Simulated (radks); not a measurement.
Species: Dy3+. Configuration: [Xe] 4f9. Calculated with a radial shooting solver on a logarithmic mesh with Libxc functionals: scalar-relativistic Kohn-Sham, exchange-only LDA, spin-polarised, spherical densities, point nucleus; open shells are filled with parallel spins first (spin-orbit coupling, left out, can overturn this in heavy ions).

Normalised radial functions P(r) = r R(r), r in bohr:

r,5s up,4f up,4f down
0.00175,0.0735,0.0000,0.0000
0.002653,0.0987,0.0000,0.0000
0.004021,0.1277,0.0000,0.0000
0.006096,0.1551,0.0000,0.0000
0.009315,0.1685,0.0000,0.0000
0.01412,0.1452,0.0001,0.0001
0.0214,0.0593,0.0006,0.0006
0.03245,-0.0944,0.0027,0.0027
0.04919,-0.2453,0.0109,0.0108
0.07456,-0.2174,0.0399,0.0393
0.113,0.1032,0.1263,0.1243
0.1713,0.3865,0.3301,0.3247
0.2597,0.0332,0.6765,0.6648
0.3937,-0.5507,1.0281,1.0094
0.6016,-0.1002,1.1105,1.0928
0.912,0.8767,0.8599,0.8560
1.382,0.9459,0.4887,0.5057
2.096,0.3744,0.1977,0.2221
3.177,0.0527,0.0492,0.0632
4.816,0.0018,0.0056,0.0087

5s up: eigenvalue -77.943 eV, 4 radial nodes at r = 0.0256, 0.102, 0.265, 0.627 bohr, <r> = 1.27 bohr, 90 % of the charge inside 1.83 bohr. 4f up: eigenvalue -34.951 eV, 0 radial nodes, <r> = 0.798 bohr, 90 % of the charge inside 1.36 bohr. 4f down: eigenvalue -30.765 eV, 0 radial nodes, <r> = 0.826 bohr, 90 % of the charge inside 1.43 bohr.
